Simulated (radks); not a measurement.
Values are calculated unless marked as measured or tabulated.
Species: Pm45+. Configuration: [Ne] 3s2 3p4 (the NIST ground configuration). Code: a radial shooting solver on a logarithmic mesh with Libxc functionals. Model: Dirac Kohn-Sham, PBE, spin-unpolarised, spherical densities, point nucleus; open shells fill j = l - 1/2 first.

Normalised radial functions P(r) = r R(r) (large component), r in bohr:

```
   r/bohr * 2p1/2 (the largest magnitude, 3.32, reaches the edge; | marks zero)
0.0008225 *
 0.001142 |*
 0.001572 |*
 0.002183 |*
  0.00303 | *
 0.004207 |  *
 0.005793 |    *
 0.008042 |      *
  0.01116 |           *
  0.01537 |                 *
  0.02134 |                         *
  0.02963 |                                    *
  0.04113 |                                               *
  0.05664 |                                                      *
  0.07862 |                                                    *
   0.1091 |                                        *
   0.1503 |                      *
   0.2086 |       *
   0.2896 | *
   0.4021 *
   0.5537 *
   0.7686 *
```

2p1/2: eigenvalue -9759.2 eV, 0 radial nodes, <r> = 0.0814 bohr, 90 % of the charge inside 0.134 bohr.
